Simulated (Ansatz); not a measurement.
The Se1–H2 bond of FHSe (SMILES F[SeH]) is stretched (multiplicity 1, the rest rigid).
Geometry at rest (charge 0, multiplicity 1):
```xyz
3

Se    -0.11561    -0.22336     0.25953
H     -0.89958    -0.95500    -0.75749
F      0.53669     0.94992    -0.89627
```

Frozen-core correlation. Filled d and f shells under p-block atoms count as core.

Codes used: Ansatz (a first-principles code) with Gaussian orbitals. Each number belongs to the level named beside it.

Energies above the point at 1.478 Å (the B3LYP-D3(BJ) bond length), FIC-MRCISD+Q on CASSCF(4,3)/cc-pVTZ (kcal/mol): 6.39 at 1.330 Å; 4.48 at 1.626 Å; 78.02 at 4.729 Å.

Take the last value as the depth D of a Morse curve D(1 − e^(−a(R − R₀)))², fit a and R₀ to the two near points, and test it at 1.995 and 2.586 Å.


With D = 78.0, both near points (counted from the curve's value at 1.478 Å) are met by a = 1.78 Å⁻¹ and R₀ = 1.472 Å, so k = 2Da² = 492 kcal/(mol Å²). The curve then gives 28.6 and 57.9 kcal/mol; the level itself gives 30.4 and 63.4, so Morse is off by -1.8 and -5.5.

Doubts at one or more of the structures used: active orbitals that take no part (FIC-MRCISD+Q on CASSCF(4,3)/cc-pVTZ).
